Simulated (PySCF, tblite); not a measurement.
Isomers of C8H7F3, one GFN2-xTB conformer each. Single-point energies are computed at PBE0/pcSseg-1 (PySCF, gas phase, no added dispersion term), electronic only.

```tsv
SMILES	GFN2-xTB relative energy (kJ/mol)
FCc1ccc(C(F)F)cc1	0.0
FC(F)(F)CC=C1C=CC=C1	108.4
C=C1C=C/C1=C(/C)C(F)(F)F	216.5
```

Conformers: `[F:1][CH2:2][c:3]1[cH:4][cH:5][c:6]([CH:7]([F:8])[F:9])[cH:10][cH:11]1` with F1–C2–C3–C4 173°, C5–C6–C7–F8 29°; `[F:1][C:2]([F:3])([F:4])[CH2:5][CH:6]=[C:7]1[CH:8]=[CH:9][CH:10]=[CH:11]1` with C2–C5–C6–C7 -120°.

Question: What does PBE0/pcSseg-1 give for the same structures?

Answer: 
```csv
SMILES,PBE0/pcSseg-1 E (Eh),PBE0/pcSseg-1 (kJ/mol),GFN2-xTB (kJ/mol),point group
FCc1ccc(C(F)F)cc1,-607.88078,0.0,0.0,C1
FC(F)(F)CC=C1C=CC=C1,-607.85056,79.3,108.4,C1
C=C1C=C/C1=C(/C)C(F)(F)F,-607.80344,203.1,216.5,Cs
```

Both levels put the same isomer lowest; measured from each level's own lowest isomer, the values differ by up to 29.1 kJ/mol (FC(F)(F)CC=C1C=CC=C1: 108.4 against 79.3). As drawn, the lowest has an aromatic ring, which the highest lacks; the highest has a four-membered ring and a C=C bond outside aromatic rings, which the lowest lacks.

Question: Which frontier levels, dipoles and rotational constants go with these structures?

Answer: 
| SMILES | HOMO (eV, PBE0/pcSseg-1) | LUMO (eV) | dipole (D) | A, B, C (MHz) |
| --- | --- | --- | --- | --- |
| FCc1ccc(C(F)F)cc1 | -7.57 | -0.83 | 2.27 | 3201, 518.4, 453.0 |
| FC(F)(F)CC=C1C=CC=C1 | -6.60 | -2.18 | 1.88 | 2993, 521.3, 493.4 |
| C=C1C=C/C1=C(/C)C(F)(F)F | -7.07 | -1.34 | 2.70 | 2071, 763.4, 620.0 |

Question: What happens when harmonic zero-point energies from GFN2-xTB frequencies are added?

Answer: 
```
                  SMILES  ZPE (kJ/mol)  electronic (kJ/mol)  with ZPE (kJ/mol)
       FCc1ccc(C(F)F)cc1         337.5                  0.0                0.0
    FC(F)(F)CC=C1C=CC=C1         333.8                 79.3               75.7
C=C1C=C/C1=C(/C)C(F)(F)F         328.6                203.1              194.2
```

The zero-point energies span 8.9 kJ/mol. The order is unchanged.
